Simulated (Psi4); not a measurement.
F$_{4}$Se, singlet, at a GFN2-xTB geometry, with bond 3-1 at 1.3 times its length; Psi4 with CAM-B3LYP/6-311G**.

Psi4 was given this input:
```
memory 2 GB

molecule {
0 1
  Se   -0.00203224    0.00254110    0.35944284
  F     0.96817789    1.31904607   -0.34335275
  F     1.72094988   -1.25993839   -0.53055657
  F    -0.96433922   -1.32384594   -0.33559484
  F    -1.31949995    0.96379711   -0.35377550
}

set basis 6-311g**
set d_convergence 1e-4

energy('cam-b3lyp')
print_variables()
```

Output, abridged:

```
   => Loading Basis Set <=

    Name: 6-311G**
    Role: ORBITAL
    Keyword: BASIS

         ---------------------------------------------------------
                                   SCF
               by Justin Turney, Rob Parrish, Andy Simmonett
                          and Daniel G. A. Smith
                              RKS Reference
         ---------------------------------------------------------

  ==> Geometry <==

    Molecular point group: c1
    Full point group: C1

    Geometry (in Angstrom), charge = 0, multiplicity = 1:

       Center              X                  Y                   Z               Mass
    ------------   -----------------  -----------------  -----------------  -----------------
         SE          -0.050376927113     0.037909714374     0.365692566366    79.916521800000
         F            0.919833202887     1.354414684374    -0.337103023634    18.998403162730
         F            1.672605192887    -1.224569775626    -0.524306843634    18.998403162730
         F           -1.012683907113    -1.288477325626    -0.329345113634    18.998403162730
         F           -1.367844637113     0.999165724374    -0.347525773634    18.998403162730

  Running in c1 symmetry.

  Rotational constants: A =      0.13675  B =      0.10601  C =      0.07042 [cm^-1]
  Rotational constants: A =   4099.51944  B =   3178.15116  C =   2111.08002 [MHz]
  Nuclear repulsion =  436.208691513305894

  Charge       = 0
  Multiplicity = 1
  Electrons    = 70
  Nalpha       = 35
  Nbeta        = 35

  ==> Algorithm <==

  SCF Algorithm Type is DF.
  DIIS enabled.
  MOM disabled.
  Fractional occupation disabled.
  Guess Type is SAD.
  Energy threshold   = 1.00e-06
  Density threshold  = 1.00e-04
  Integral threshold = 1.00e-12

  ==> Primary Basis <==

  Basis Set: 6-311G**
    Blend: 6-311G**
    Number of shells: 50
    Number of basis functions: 116
    Number of Cartesian functions: 123
    Spherical Harmonics?: true
    Max angular momentum: 2

  ==> DFT Potential <==

   => LibXC <=

    Version 7.1.2
    S. Lehtola, C. Steigemann, M. J. T. Oliveira, and M. A. L. Marques,  SoftwareX 7, 1–5 (2018) (10.1016/j.softx.2017.11.002)

   => Composite Functional: CAM-B3LYP <=

    CAM-B3LYP Hyb-GGA Exchange-Correlation Functional

    T. Yanai, D. P. Tew, and N. C. Handy,  Chem. Phys. Lett. 393, 51 (2004) (10.1016/j.cplett.2004.06.011)

    Deriv               =              1
    GGA                 =           TRUE
    Meta                =          FALSE

    Exchange Hybrid     =           TRUE
    MP2 Hybrid          =          FALSE

   => Exchange Functionals <=

    0.3500         Becke 88 [omega = 0.3300]
    0.4600   Short-range recipe for B88 functional - erf [omega = 0.3300]

   => Exact (HF) Exchange <=

    0.4600            HF,LR [omega = 0.3300]
    0.1900               HF

   => Correlation Functionals <=

    0.1900   Vosko, Wilk & Nusair (VWN5)
    0.8100   Lee, Yang & Parr

   => LibXC Density Thresholds  <==

    XC_HYB_GGA_XC_CAM_B3LYP:  1.00E-14

   => Molecular Quadrature <=

    Radial Scheme          =       TREUTLER
    Pruning Scheme         =           NONE
    Nuclear Scheme         =       TREUTLER

    Blocking Scheme        =         OCTREE
    BS radius alpha        =              1
    Pruning alpha          =              1
    Radial Points          =             75
    Spherical Points       =            302
    Total Points           =         109118
    Total Blocks           =            881
    Max Points             =            256
    Max Functions          =            105
    Weights Tolerance      =       1.00E-15

   => Loading Basis Set <=

    Name: (6-311G** AUX)
    Role: JKFIT
    Keyword: DF_BASIS_SCF

  ==> Integral Setup <==

  SCF_SUBTYPE=INCORE selected. In-core MEM_DF algorithm will be used.
  Using in-core AOs.

  ==> MemDFJK: Density-Fitted J/K Matrices <==

    J tasked:                   Yes
    K tasked:                   Yes
    wK tasked:                  Yes
    Omega:                3.300E-01
    Algorithm:                 Core
    Schwarz Cutoff:           1E-12
    Mask sparsity (%):      10.8948
    Fitting Condition:        1E-10

   => Auxiliary Basis Set <=

  Basis Set: (6-311G** AUX)
    Blend: CC-PVTZ-JKFIT
    Number of shells: 151
    Number of basis functions: 523
    Number of Cartesian functions: 653
    Spherical Harmonics?: true
    Max angular momentum: 4

  Minimum eigenvalue in the overlap matrix is 1.1738193602E-02.
  Reciprocal condition number of the overlap matrix is 3.1091355049E-03.
    Using symmetric orthogonalization.

  ==> Pre-Iterations <==

  SCF Guess: Superposition of Atomic Densities via on-the-fly atomic UHF (no occupation information).

   -------------------------
    Irrep   Nso     Nmo
   -------------------------
     A        116     116
   -------------------------
    Total     116     116
   -------------------------

  ==> Iterations <==

                           Total Energy        Delta E     RMS |[F,P]|

   @DF-RKS iter SAD: -2797.57362673362150   -2.79757e+03   0.00000e+00
   @DF-RKS iter   1: -2800.19305187885175   -2.61943e+00   2.21608e-02 DIIS/ADIIS
   @DF-RKS iter   2: -2799.73835023768697    4.54702e-01   2.30691e-02 DIIS/ADIIS
   @DF-RKS iter   3: -2800.71004833891629   -9.71698e-01   6.95351e-03 DIIS/ADIIS
   @DF-RKS iter   4: -2800.90038002913252   -1.90332e-01   5.89339e-04 DIIS/ADIIS
   @DF-RKS iter   5: -2800.90089599101248   -5.15962e-04   4.45374e-04 DIIS/ADIIS
   @DF-RKS iter   6: -2800.90175196829887   -8.55977e-04   1.96869e-04 DIIS/ADIIS
   @DF-RKS iter   7: -2800.90193181885206   -1.79851e-04   4.46335e-05 DIIS
   @DF-RKS iter   8: -2800.90194960297049   -1.77841e-05   1.33284e-05 DIIS
   @DF-RKS iter   9: -2800.90195129801805   -1.69505e-06   6.78910e-06 DIIS
   @DF-RKS iter  10: -2800.90195178561089   -4.87593e-07   1.60318e-06 DIIS
  Energy and wave function converged.

  ==> Post-Iterations <==

   Electrons on quadrature grid:
      Ntotal   =   69.9999412234 ; deviation = -5.878e-05

    Orbital Energies [Eh]
    ---------------------

    Doubly Occupied:

       1A   -454.212476     2A    -58.393456     3A    -52.449621
       4A    -52.449450     5A    -52.447946     6A    -24.802455
       7A    -24.802455     8A    -24.802257     9A    -24.685625
      10A     -8.147630    11A     -6.092222    12A     -6.090171
      13A     -6.085309    14A     -2.443568    15A     -2.441714
      16A     -2.438730    17A     -2.436713    18A     -2.435641
      19A     -1.358488    20A     -1.313703    21A     -1.291570
      22A     -1.154638    23A     -0.889439    24A     -0.663315
      25A     -0.637703    26A     -0.615836    27A     -0.578372
      28A     -0.545304    29A     -0.543394    30A     -0.521303
      31A     -0.505135    32A     -0.504610    33A     -0.428296
      34A     -0.418486    35A     -0.415816

    Virtual:

      36A     -0.142269    37A     -0.066026    38A     -0.042532
      39A      0.207957    40A      0.250742    41A      0.263949
      42A      0.300211    43A      0.415213    44A      0.434053
      45A      0.489956    46A      0.538139    47A      0.625075
      48A      0.919502    49A      0.981901    50A      0.985834
      51A      1.034505    52A      1.043718    53A      1.043802
      54A      1.087287    55A      1.112494    56A      1.126414
      57A      1.173215    58A      1.188886    59A      1.242269
      60A      1.458384    61A      1.613732    62A      1.639082
      63A      1.659514    64A      1.688094    65A      1.768460
      66A      1.787135    67A      2.882054    68A      2.917797
      69A      2.993383    70A      3.005089    71A      3.061927
      72A      3.784479    73A      3.790652    74A      3.804476
      75A      3.806962    76A      3.810154    77A      3.811617
      78A      3.813502    79A      3.816758    80A      3.828262
      81A      3.849949    82A      3.891057    83A      3.901135
      84A      3.902795    85A      3.934933    86A      3.937695
      87A      3.938985    88A      3.965202    89A      4.039080
      90A      4.139861    91A      4.247433    92A      5.995255
      93A      6.029870    94A      6.038511    95A      6.062040
      96A      6.093577    97A      6.096823    98A      6.110923
      99A      6.179238   100A      6.191280   101A      6.207015
     102A      6.239118   103A      6.275432   104A      6.600721
     105A      6.709477   106A      6.816262   107A      6.820061
     108A     51.327444   109A     66.654372   110A     66.672522
     111A     66.676143   112A     66.728571   113A    260.266586
     114A    260.365099   115A    260.421904   116A    959.800994

    Final Occupation by Irrep:
              A
    DOCC [    35 ]
    NA   [    35 ]
    NB   [    35 ]

  @DF-RKS Final Energy: -2800.90195178561089

   => Energetics <=

    Nuclear Repulsion Energy =            436.2086915133058937
    One-Electron Energy =               -4765.5718248281773413
    Two-Electron Energy =                1627.8683846311876096
    DFT Exchange-Correlation Energy =     -99.4072031019269531
    Empirical Dispersion Energy =           0.0000000000000000
    VV10 Nonlocal Energy =                  0.0000000000000000
    Total Energy =                      -2800.9019517856104358

Computation Completed

Properties will be evaluated at   0.000000,   0.000000,   0.000000 [a0]

Properties computed using the SCF density matrix

 Multipole Moments:

 ------------------------------------------------------------------------------------
     Multipole            Electronic (a.u.)      Nuclear  (a.u.)        Total (a.u.)
 ------------------------------------------------------------------------------------

 L = 1.  Multiply by 2.5417464519 to convert [e a0] to [Debye]
 Dipole X            :         -1.0493389            0.3673120           -0.6820269
 Dipole Y            :          0.7791721           -0.2764101            0.5027620
 Dipole Z            :          4.0477932           -2.6663649            1.3814283
 Magnitude           :                                                    1.6205784

 ------------------------------------------------------------------------------------

  Variable Map:
  ----------------------------------------------------------------------------
  "CURRENT ENERGY"              =>   -2800.901951785611
  "CURRENT REFERENCE ENERGY"    =>   -2800.901951785611
  "DD SOLVATION ENERGY"         =>       0.000000000000
  "DFT FUNCTIONAL TOTAL ENERGY" =>   -2800.901951785610
  "DFT TOTAL ENERGY"            =>   -2800.901951785610
  "DFT VV10 ENERGY"             =>       0.000000000000
  "DFT XC ENERGY"               =>     -99.407203101927
  "GRID ELECTRONS ALPHA"        =>      34.999970611713
  "GRID ELECTRONS BETA"         =>      34.999970611713
  "GRID ELECTRONS TOTAL"        =>      69.999941223427
  "NUCLEAR REPULSION ENERGY"    =>     436.208691513306
  "ONE-ELECTRON ENERGY"         =>   -4765.571824828177
  "PCM POLARIZATION ENERGY"     =>       0.000000000000
  "PE ENERGY"                   =>       0.000000000000
  "SCF ITERATION ENERGY"        =>   -2800.901951785611
  "SCF ITERATIONS"              =>      10.000000000000
  "SCF TOTAL ENERGY"            =>   -2800.901951785611
  "TWO-ELECTRON ENERGY"         =>    1627.868384631188
  "XC GRID RADIAL POINTS"       =>      75.000000000000
  "XC GRID SPHERICAL POINTS"    =>     302.000000000000
  "XC GRID TOTAL POINTS"        =>  109118.000000000000

  Array Variable Map:
  ----------------------------------------------------------------------------
  "CURRENT DIPOLE"              =>      -0.682026917787 ... 1.381428297830 1 by 3
  "SCF DIPOLE"                  =>      -0.682026917787 ... 1.381428297830 1 by 3
  "SCF TOTAL ENERGIES"          =>   -2797.573626733621 ... -2800.901951785611 1 by 11
```
